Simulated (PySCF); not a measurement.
PySCF input file for C3H13NSi2, SMILES CC(C)N([SiH3])[SiH3], PBE-D3(BJ)/def2-SVP. Geometry optimised at PBE-D3(BJ)/def2-SVP. The values are those of a single conformer.

```python
import numpy as np
from pyscf import gto, scf, dft, df
from pyscf.hessian import thermo

mol = gto.M(
    atom='''
    C     1.62797034    1.17934909    0.99261025
    C     1.15248274   -0.12826814    0.35183838
    C     1.96885165   -0.48938646   -0.89622477
    N    -0.30588525   -0.10066837    0.05681716
    Si   -1.04728618    1.28743030   -0.73451929
    Si   -1.18667563   -1.55020570    0.51826602
    H     2.69792064    1.11327944    1.27425491
    H     1.03877345    1.41541193    1.90047366
    H     1.52690989    2.03140912    0.28616068
    H     1.31560434   -0.93552642    1.10496053
    H     1.86194154    0.29293882   -1.67566581
    H     3.04726216   -0.58504886   -0.65462992
    H     1.62340551   -1.44977711   -1.32744346
    H    -2.42257479    0.86700798   -1.16439090
    H    -0.25742403    1.72233706   -1.94342268
    H    -1.17410576    2.49469265    0.16135385
    H    -2.62759289   -1.38469860    0.13150882
    H    -1.08506053   -1.79059113    2.00505855
    H    -0.62422586   -2.77806751   -0.15773556
    ''',
    basis='def2-SVP',
    charge=0,
    spin=0,
    max_memory=1600,
    verbose=3,
)
mf = dft.RKS(mol, xc='pbe').density_fit(auxbasis='def2-universal-jkfit')
mf.disp = 'd3bj'
mf.grids.level = 3
mf.conv_tol = 1e-11
mf.max_cycle = 100
mf.kernel()

# [left out here: the lines that compute and print the analytic Hessian (its translational invariance restored by hand, since the grid's response is missing), thermochemistry and intensities]
```

Output:

```
converged SCF energy = -755.051270705196

WARN: DFTD3 does not support analytical Hessian, using finite difference


WARN: Mole.unit (angstrom) is changed to Bohr

Mode                                 0                   1                   2
Irrep
Freq [cm^-1]                       48.2617             91.0121            119.1840
Reduced mass [au]                   2.7294              1.2660              1.1884
Force const [Dyne/A]                0.0037              0.0062              0.0099
Char temp [K]                      69.4379            130.9461            171.4793
Normal mode                   x     y     z       x     y     z       x     y     z
       0   C                 0.02  0.08 -0.09    0.02 -0.01  0.05   -0.03  0.02 -0.03
       1   C                -0.01  0.03  0.04   -0.00  0.01  0.02    0.01 -0.00 -0.02
       2   C                -0.02 -0.11  0.07   -0.03  0.04 -0.01    0.05 -0.00  0.00
       3   N                -0.01  0.02  0.05   -0.01  0.02  0.06    0.02 -0.04 -0.04
       4  Si                -0.01  0.02  0.04    0.01 -0.03 -0.05    0.01 -0.01  0.02
       5  Si                 0.01 -0.03 -0.07   -0.00 -0.00 -0.00   -0.03  0.01  0.01
       6   H                 0.02  0.09 -0.10    0.02 -0.03  0.03   -0.03  0.07 -0.04
       7   H                 0.03  0.19 -0.11    0.03 -0.04  0.06   -0.04  0.01 -0.03
       8   H                 0.03  0.01 -0.18    0.01  0.01  0.07   -0.07  0.01 -0.04
       9   H                -0.02  0.10  0.12    0.01 -0.02 -0.01    0.02  0.01 -0.00
      10   H                -0.02 -0.18 -0.00   -0.02  0.08  0.02    0.04 -0.02 -0.01
      11   H                -0.02 -0.10  0.07   -0.02  0.02 -0.03    0.05  0.03  0.03
      12   H                -0.03 -0.14  0.17   -0.05  0.07 -0.04    0.08 -0.02  0.01
      13   H                -0.02  0.03  0.08   -0.04 -0.00  0.10    0.15 -0.10 -0.36
      14   H                -0.04 -0.01  0.01   -0.06 -0.19 -0.15    0.24  0.26  0.27
      15   H                 0.03  0.03  0.03    0.14  0.07 -0.16   -0.35 -0.15  0.17
      16   H                -0.00  0.01  0.01   -0.09  0.18  0.39   -0.08  0.18  0.27
      17   H                 0.09 -0.16 -0.09    0.38 -0.25 -0.07    0.21 -0.07 -0.01
      18   H                -0.02  0.03 -0.20   -0.30  0.05 -0.35   -0.29 -0.02 -0.14
Mode                                 3                   4                   5
Irrep
Freq [cm^-1]                      161.5423            181.0080            209.3375
Reduced mass [au]                   1.7551              2.8846              3.4163
Force const [Dyne/A]                0.0270              0.0557              0.0882
Char temp [K]                     232.4234            260.4303            301.1900
Normal mode                   x     y     z       x     y     z       x     y     z
       0   C                 0.05  0.00  0.01    0.03 -0.07  0.05   -0.10  0.00 -0.01
       1   C                -0.01  0.02  0.03   -0.03 -0.02 -0.00   -0.06 -0.01 -0.02
       2   C                -0.11  0.01 -0.03   -0.00 -0.08  0.04   -0.06 -0.01 -0.02
       3   N                -0.02  0.04  0.11   -0.02  0.06 -0.05   -0.05 -0.01 -0.03
       4  Si                 0.02 -0.01 -0.03   -0.08  0.04 -0.03    0.08  0.07 -0.01
       5  Si                 0.01 -0.02 -0.01    0.08  0.02  0.01    0.05 -0.05  0.04
       6   H                 0.09  0.00 -0.11    0.02 -0.14  0.08   -0.12  0.02  0.07
       7   H                 0.15 -0.03  0.08    0.02 -0.07  0.04   -0.17  0.01 -0.05
       8   H                -0.03  0.02  0.05    0.09 -0.04  0.08   -0.06 -0.01 -0.02
       9   H                 0.02  0.01  0.01   -0.10 -0.03 -0.00   -0.05 -0.00 -0.01
      10   H                -0.14  0.03 -0.01    0.14 -0.05  0.05   -0.11 -0.04 -0.04
      11   H                -0.09 -0.03 -0.12   -0.03 -0.22  0.10   -0.06  0.03 -0.04
      12   H                -0.17  0.03 -0.02   -0.10 -0.03 -0.01   -0.04 -0.04  0.02
      13   H                 0.15 -0.11 -0.35   -0.03 -0.05 -0.11    0.05  0.19 -0.05
      14   H                 0.27  0.06  0.16   -0.04  0.13  0.02    0.15  0.02  0.02
      15   H                -0.28 -0.03 -0.04   -0.20 -0.00  0.01    0.16  0.05  0.02
      16   H                 0.04 -0.08 -0.15    0.04 -0.06  0.12    0.01 -0.14  0.13
      17   H                -0.13 -0.06 -0.01    0.22  0.03 -0.00    0.18 -0.02  0.03
      18   H                 0.15  0.04  0.00    0.09  0.05 -0.04    0.07 -0.03  0.01
Mode                                 6                   7                   8
Irrep
Freq [cm^-1]                      247.1944            275.3933            340.9040
Reduced mass [au]                   1.0686              1.0826              2.3455
Force const [Dyne/A]                0.0385              0.0484              0.1606
Char temp [K]                     355.6577            396.2296            490.4849
Normal mode                   x     y     z       x     y     z       x     y     z
[...]
       8   H                 0.00 -0.00  0.00   -0.00  0.00 -0.00    0.01 -0.06  0.06
       9   H                -0.00 -0.00  0.00    0.00 -0.00  0.00   -0.13  0.69 -0.64
      10   H                 0.00 -0.00 -0.00   -0.00  0.00  0.00    0.01 -0.04  0.04
      11   H                 0.00  0.00 -0.00   -0.00 -0.00 -0.00    0.02  0.00  0.01
      12   H                -0.00 -0.00  0.00    0.00  0.00  0.00   -0.01 -0.01 -0.01
      13   H                 0.66  0.20  0.21   -0.60 -0.19 -0.19    0.00  0.00  0.00
      14   H                 0.02  0.01 -0.05   -0.02 -0.01  0.03   -0.00 -0.00  0.00
      15   H                -0.01  0.01  0.01    0.01  0.01 -0.00    0.00 -0.00 -0.00
      16   H                -0.63  0.07 -0.17   -0.69  0.08 -0.19   -0.00  0.00 -0.00
      17   H                 0.01  0.01 -0.05    0.00  0.00 -0.03   -0.00  0.00 -0.00
      18   H                -0.01  0.03  0.02   -0.01  0.02  0.02   -0.00  0.00 -0.00
Mode                                45                  46                  47
Irrep
Freq [cm^-1]                     2964.3062           2970.2907           3050.1746
Reduced mass [au]                   1.0381              1.0368              1.1004
Force const [Dyne/A]                5.3745              5.3895              6.0320
Char temp [K]                    4264.9767           4273.5870           4388.5222
Normal mode                   x     y     z       x     y     z       x     y     z
       0   C                -0.01 -0.05 -0.01    0.00  0.02  0.00   -0.04  0.04 -0.07
       1   C                 0.00 -0.00  0.00   -0.00  0.00 -0.00   -0.00  0.00 -0.00
       2   C                 0.01 -0.00 -0.01    0.03 -0.01 -0.04    0.01 -0.01  0.01
       3   N                -0.00  0.00 -0.00    0.00 -0.00  0.00    0.00 -0.00  0.00
       4  Si                -0.00 -0.00 -0.00    0.00  0.00 -0.00    0.00  0.00  0.00
       5  Si                 0.00 -0.00 -0.00   -0.00 -0.00 -0.00   -0.00  0.00 -0.00
       6   H                 0.46 -0.04  0.12   -0.13  0.01 -0.04    0.56 -0.03  0.14
       7   H                -0.24  0.08  0.37    0.08 -0.03 -0.12   -0.20  0.08  0.28
       8   H                -0.07  0.50 -0.43    0.02 -0.16  0.13    0.05 -0.48  0.40
       9   H                -0.01  0.03 -0.03    0.01 -0.02  0.02    0.01 -0.04  0.03
      10   H                 0.02 -0.13  0.12    0.06 -0.40  0.39   -0.01  0.11 -0.11
      11   H                -0.17  0.02 -0.04   -0.55  0.05 -0.13   -0.15  0.01 -0.03
      12   H                 0.05  0.13  0.05    0.16  0.43  0.18    0.00 -0.01 -0.00
      13   H                 0.00  0.00  0.00    0.00 -0.00  0.00   -0.00 -0.00 -0.00
      14   H                 0.00  0.00  0.00   -0.00  0.00  0.00   -0.00 -0.00 -0.00
      15   H                 0.00  0.00  0.00   -0.00 -0.00 -0.00   -0.00 -0.00 -0.00
      16   H                -0.00 -0.00 -0.00    0.00  0.00  0.00    0.00 -0.00  0.00
      17   H                -0.00  0.00 -0.00    0.00  0.00 -0.00    0.00 -0.00  0.00
      18   H                -0.00  0.00  0.00   -0.00  0.00  0.00   -0.00 -0.00  0.00
Mode                                48                  49                  50
Irrep
Freq [cm^-1]                     3060.2910           3069.4929           3074.7513
Reduced mass [au]                   1.1028              1.1038              1.1042
Force const [Dyne/A]                6.0851              6.1275              6.1508
Char temp [K]                    4403.0774           4416.3169           4423.8825
Normal mode                   x     y     z       x     y     z       x     y     z
       0   C                -0.00  0.01 -0.02   -0.01  0.00  0.00   -0.08  0.01  0.04
       1   C                -0.00  0.00 -0.01    0.00  0.00 -0.00   -0.00 -0.00  0.00
       2   C                -0.06  0.04 -0.05    0.04  0.08  0.01   -0.01 -0.00 -0.00
       3   N                 0.00 -0.00  0.00   -0.00 -0.00 -0.00    0.00 -0.00 -0.00
       4  Si                 0.00 -0.00 -0.00    0.00  0.00 -0.00   -0.00 -0.00  0.00
       5  Si                -0.00  0.00 -0.00   -0.00  0.00  0.00    0.00  0.00 -0.00
       6   H                 0.10 -0.00  0.02    0.05 -0.00  0.01    0.55 -0.04  0.15
       7   H                -0.07  0.03  0.10    0.04 -0.01 -0.06    0.39 -0.15 -0.61
       8   H                 0.01 -0.12  0.09   -0.00  0.01 -0.01   -0.02  0.07 -0.05
       9   H                 0.01 -0.05  0.05    0.00 -0.02  0.02    0.00  0.01 -0.01
      10   H                 0.06 -0.46  0.45    0.05 -0.24  0.25   -0.00 -0.00  0.00
      11   H                 0.63 -0.05  0.14   -0.33  0.04 -0.08    0.07 -0.01  0.02
      12   H                -0.01  0.01 -0.01   -0.25 -0.70 -0.31    0.02  0.06  0.03
      13   H                -0.00 -0.00  0.00   -0.00 -0.00  0.00   -0.00  0.00 -0.00
      14   H                -0.00  0.00  0.00   -0.00  0.00  0.00    0.00 -0.00 -0.00
      15   H                -0.00  0.00  0.00   -0.00 -0.00 -0.00    0.00 -0.00 -0.00
      16   H                 0.00 -0.00  0.00    0.00 -0.00 -0.00    0.00 -0.00 -0.00
      17   H                 0.00 -0.00  0.00    0.00 -0.00 -0.00   -0.00 -0.00  0.00
      18   H                 0.00 -0.00  0.00    0.00 -0.00 -0.00    0.00 -0.00 -0.00
temperature 298.1500 [K]
pressure 101325.00 [Pa]
Rotational constants [GHz] 2.30148 1.80389 1.30065
Symmetry number 1
Zero-point energy (ZPE) 0.14654 [Eh]   384733.389 [J/mol]
                           tot       elec      trans        rot        vib
Entropy [J/mol/K]       406.704      0.000    168.382    119.152    119.170
Cv [J/mol/K]            154.523      0.000     12.472     12.472    129.580
Cp [J/mol/K]            162.838      0.000     20.786     12.472    129.580
Internal energy [J/mol]                      3718.434   3718.434 403931.216
Internal energy [Eh]   -754.89459  -755.05127
Enthalpy [J/mol]                             6197.391   3718.434 403931.216
Enthalpy [Eh]          -754.89364
Gibbs free energy [J/mol]                  -44005.832 -31806.613 368400.778
Gibbs free energy [Eh] -754.93983
mode   freq/cm-1   IR/(km/mol)
   1       48.26         0.028
   2       91.01         0.072
   3      119.18         0.108
   4      161.54         0.816
   5      181.01         0.058
   6      209.34         0.157
   7      247.19         0.080
   8      275.39         0.136
   9      340.90         0.577
  10      405.37         1.871
  11      447.49         2.912
  12      545.78         2.111
  13      629.21         1.968
  14      677.48         1.328
  15      680.76        54.312
  16      701.50        34.117
  17      857.33         8.264
  18      885.49        32.385
  19      889.22       155.305
  20      891.12         3.651
  21      900.61       218.151
  22      913.40        10.629
  23      927.62       196.730
  24      933.11       237.581
  25      964.53         9.248
  26      971.38        26.683
  27     1015.02       103.784
  28     1117.80         9.583
  29     1138.56        99.001
  30     1154.83        43.915
  31     1289.97         3.743
  32     1333.11        13.528
  33     1337.43         8.398
  34     1353.42        23.874
  35     1402.78         0.626
  36     1409.69         0.386
  37     1420.21         6.864
  38     1427.37         4.497
  39     2126.54       135.009
  40     2133.20       151.133
  41     2136.25       186.295
  42     2146.66        23.859
  43     2181.26         2.759
  44     2193.30       169.181
  45     2920.44        18.625
  46     2964.31        12.723
  47     2970.29        14.684
  48     3050.17        12.287
  49     3060.29        25.292
  50     3069.49        13.272
  51     3074.75        13.985
max |gradient| / (hartree/bohr): 4.4610443465540055e-05
APT charges: [-2.7300e-02  4.2820e-01 -3.3800e-02 -1.1324e+00  1.1819e+00  1.2073e+00
 -6.5000e-03  1.8000e-03 -3.7000e-03 -6.7400e-02  6.1000e-03 -1.5400e-02
  1.0000e-03 -2.2090e-01 -2.6680e-01 -2.7590e-01 -2.2700e-01 -2.7380e-01
 -2.7540e-01]
```

The calculation finished and met its thresholds.
